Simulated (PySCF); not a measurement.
## Identify the compound

Molecular formula: C2H16Si5. Simulated spectra:

$^{1}$H NMR (300 MHz, computed): δ 4.58 (sept, 1H), 3.60 (s, 9H), 0.24 (d, 6H).

$^{13}$C{$^{1}$H} NMR (computed): δ -2.6 (CH3).

Computed data (PySCF): geometry from GFN2-xTB, σ from GIAO-PBE0/pcSseg-1. One computed conformer, fast rotation and ring inversion assumed for equivalent nuclei, no relativistic terms, isolated molecule.

Scale: TMS for $^{1}$H, $^{13}$C (reference shieldings calculated alike).

Question: Deduce the structure.

Answer: 
- The formula gives 0 degrees of unsaturation.
- 1 carbon signal for 2 carbons: some carbons are equivalent by symmetry or fast rotation.
- Carbon types of the structure: 2 × CH3, leaving 10 H on heteroatoms.
- δC -2.6: methyl carbon bonded to Si; an electropositive neighbour leaves it electron-rich and shielded.
- δH 4.58: hydrogen on a silicon bonded to 2 C, Si.
- δH 3.60: hydrogen on a silicon bonded to Si.
- δH 0.24: hydrogen on a methyl carbon bonded to Si; an electropositive neighbour shields it, as in TMS itself.

The compound is SMILES C[SiH](C)[Si]([SiH3])([SiH3])[SiH3].

This is the structure that produced the data.

Shifts are as computed. Against solution values, carbons near 30 ppm lie about +3 ppm off and those near 130 ppm about +5 ppm. Of 1309 compounds with measured shifts, 239 miss one by over three times the rms of a fit or turn the order of signals round; such compounds aren't used in these exercises. Multiplicities follow the n + 1 count of equivalent neighbours, as no J values were calculated; m marks all less simple cases, F and P coupling included.
